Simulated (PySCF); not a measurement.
## Name the molecule from its bond curve

A diatomic of charge 0 contains Bi. Its doublet curve at PBE in a double-zeta basis (scalar-relativistic core potentials, PySCF), in eV from the separated fragments:

R (Å), E (eV) and a bar:
```
    1.722     -2.078 ##############################
    1.802     -2.825 ############
    1.882     -3.219 ###
    1.942     -3.347 #
    2.002     -3.369 
    2.062     -3.314 #
    2.142     -3.159 #####
    2.242     -2.893 ###########
    2.362     -2.537 ###################
    2.522     -2.062 ##############################
```

The fit gives ωe = 746 cm⁻¹ and the rotational constant Bₑ = 0.3764 cm⁻¹.

Q: Which atom is the partner?

A: The minimum lies at 1.987 Å, so the reduced mass is 16.8576 u Å² cm⁻¹/(Bₑ·Re²) = 11.34 u. With Bi at 208.98 u the partner weighs about 12.0 u: C. The molecule is BiC.

These are scalar-relativistic numbers at best; spin–orbit coupling would shift them, the dissociation energy most. The state is the lowest determinant that a PBE0 search found; another state may lie lower at other levels.
